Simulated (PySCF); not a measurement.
PySCF 2.14 output of an unrestricted LDA calculation on a single atom or ion in ANO-RCC-VQZP (5s4p3d2f1g, 55 functions), with scalar relativity by spin-free X2C-1e:

```
SCF conv_tol = 1e-09
number electrons alpha = 2  beta = 2
    P. A. M. Dirac.,  Math. Proc. Cambridge Philos. Soc. 26, 376 (1930)
    F. Bloch.,  Z. Phys. 57, 545 (1929)
    S. H. Vosko, L. Wilk, and M. Nusair.,  Can. J. Phys. 58, 1200 (1980)
cycle= 1 E= -36.1438878809002  delta_E= -0.00393  |g|= 0.0155  |ddm|= 0.025
cycle= 2 E= -36.1439071577977  delta_E= -1.93e-05  |g|= 0.00164  |ddm|= 0.00273
cycle= 3 E= -36.1439074841184  delta_E= -3.26e-07  |g|= 4.51e-05  |ddm|= 0.000479
cycle= 4 E= -36.1439074847156  delta_E= -5.97e-10  |g|= 2.04e-07  |ddm|= 2.5e-05
converged SCF energy = -36.1439074847156  <S^2> = -8.8817842e-16  2S+1 = 1
```

The run itself started from symmetry-adapted Hartree-Fock orbitals and held the occupation by maximum overlap, on a logarithmic radial grid, so the iterations belong to that start.

**Question.** Which element, charge and spin multiplicity is this?

**Answer.** C²⁺ (carbon, charge +2), multiplicity 1; the state was [He] 2s2, closed-shell 1S.
